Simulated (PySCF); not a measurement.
HAl (SMILES [AlH]), singlet, geometry from GFN2-xTB (such geometries of metal compounds can be far from the true shape). Base run: DF-CAMB3LYP/aug-cc-pVDZ in PySCF.

PySCF was given this input:
```python
from pyscf import gto, scf, dft

mol = gto.M(
    atom='''
Al   -0.000000   -0.000000   -0.115220
H     0.000000    0.000000    1.497855
''',
    basis='aug-cc-pvdz',
    charge=0,
    spin=0,
    verbose=4,
)

mf = dft.RKS(mol)
mf.xc = 'camb3lyp'
mf = mf.density_fit(auxbasis='def2-universal-jkfit')
mf.kernel()
```

The base run was repeated with changes; each row names its change, and settings that it needs were set with it.

```tsv
change	basis functions	E (Eh)	HOMO (eV)	HOMO-LUMO gap (eV)	dipole (D)
base	36	-242.97432	-6.99	6.09	0.06
basis = pcseg-0	15	-242.69334	-6.88	6.14	0.16
basis = 6-31G*	20	(withheld)	(withheld)	(withheld)	(withheld)
basis = def2-SV(P)	20	-242.89354	-6.93	6.23	0.21
basis = pc-1	23	(withheld)	-6.93	(withheld)	0.03
basis = cc-pVDZ	23	-242.97323	-6.93	6.18	0.22
basis = 6-31+G*	(withheld)	(withheld)	(withheld)	(withheld)	(withheld)
basis = def2-SVPD	32	-242.89614	-6.96	6.24	0.05
basis = pcseg-2	(withheld)	(withheld)	(withheld)	(withheld)	0.04
basis = def2-TZVPD	52	-242.98265	-7.00	6.21	0.00
basis = cc-pV(T+d)Z	53	-242.98432	-6.99	6.21	0.04
basis = cc-pVQZ	89	-242.98832	-7.00	6.15	0.03
basis = def2-QZVPP	100	-242.99007	-7.00	6.15	0.01
```

Task: What belongs in the gaps?

Result: 
- basis = 6-31G*, E (Eh): -242.95726
- basis = 6-31G*, HOMO (eV): -6.92
- basis = 6-31G*, HOMO-LUMO gap (eV): 6.17
- basis = 6-31G*, dipole (D): 0.46
- basis = pc-1, E (Eh): -242.97698
- basis = pc-1, HOMO-LUMO gap (eV): 6.16
- basis = 6-31+G*, basis functions: 24
- basis = 6-31+G*, E (Eh): -242.95843
- basis = 6-31+G*, HOMO (eV): -6.95
- basis = 6-31+G*, HOMO-LUMO gap (eV): 6.10
- basis = 6-31+G*, dipole (D): 0.34
- basis = pcseg-2, basis functions: 48
- basis = pcseg-2, E (Eh): -242.98730
- basis = pcseg-2, HOMO (eV): -6.97
- basis = pcseg-2, HOMO-LUMO gap (eV): 6.13

Totals compare only among sets that treat the same electrons; sets with core potentials leave the core out.
